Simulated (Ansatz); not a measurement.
`F[SiH2][SiH2]S` + NH₃ → `N[SiH2][SiH2]F` + H₂S  (ligand exchange at the Si–S bond)

Program: Ansatz. Geometries: PBE0-D4/def2-TZVP. ΔE: electronic, gas phase. CBS: MP2 limit from def2 TZ/QZ plus the TZ coupled-cluster correction, frozen cores. This one scheme is used for every species. Each species was taken in one conformer, which may not be the lowest.

`F[SiH2][SiH2]S`:

Z-matrix (Å, degrees):
```
Si
Si 1 2.343
F 1 1.610 2 107.0
H 1 1.485 2 111.1 3 117.5
H 1 1.487 2 113.4 3 -118.6
S 2 2.142 1 108.2 3 -50.6
H 2 1.486 1 110.7 3 -165.8
H 2 1.488 1 111.4 3 73.1
H 6 1.344 2 94.3 1 49.6
```

NH₃:

Z-matrix (Å, degrees):
```
N
H 1 1.013
H 1 1.013 2 107.1
H 1 1.013 2 107.1 3 -114.5
```

`N[SiH2][SiH2]F`:

```xyz
10

N     1.490    0.464    0.856
Si   -0.227    0.339    0.811
Si   -0.829   -0.469   -1.307
F     0.003   -1.819   -1.599
H     2.048   -0.315    0.544
H     1.941    0.943    1.619
H    -0.848   -0.532    1.858
H    -0.803    1.700    0.998
H    -2.276   -0.804   -1.389
H    -0.499    0.492   -2.392
```

H₂S:

```xyz
3

S    -0.173   -0.323   -0.499
H    -0.647   -0.220    0.752
H     0.820    0.544   -0.252
```

```csv
level,ΔE (kcal/mol)
MP2/CBS(def2),5.1
CCSD/CBS(def2),3.9
```

Q: What does CCSD(T)/CBS give? (Estimate.)

A: Ansatz gave: +4.5 kcal/mol. The listed levels differ from it by 0.6, -0.6 kcal/mol.

Largest T1 diagnostic among the species: 0.012.

Leaving LDA and LC-ωPBE aside and taking each functional with its dispersion term where it has one, the values, not all of them listed here, spread over 3.8 kcal/mol, from CAM-B3LYP-D4 to revPBE-D4. LDA lies −1.3 kcal/mol from PBE without D4. The D4 term adds +0.8 kcal/mol with B3LYP and +0.4 kcal/mol with PBE0; it sums over pairs of atoms, weighted by their polarisabilities, and B3LYP, whose exchange is more repulsive, gets the larger term.

B3LYP here is the variant with VWN-RPA as its local correlation; programs differ in this.
